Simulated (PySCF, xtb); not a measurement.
Se(Br)(OSiH3) (BrH₃OSeSi), SMILES [SiH3]O[Se]Br. The values are those of a single conformer.

Harmonic wavenumbers (cm⁻¹) from xtb 6.7.1 with GFN2-xTB at its own minimum, in rising order: 43, 87, 138, 204, 296, 450, 608, 636, 721, 784, 797, 838, 2264, 2287, 2351.

Question: What does r2SCAN-D4/def2-SVP run with PySCF give at its own minimum? (The exact figures need the calculation; the answer reports its results.)

Answer: 55, 90, 162, 204, 290, 548, 703, 718, 850, 933, 944, 968, 2236, 2247, 2265. Paired by order, the mean absolute difference is 69 cm⁻¹ and the zero-point energies are 17.9 and 18.9 kcal/mol.
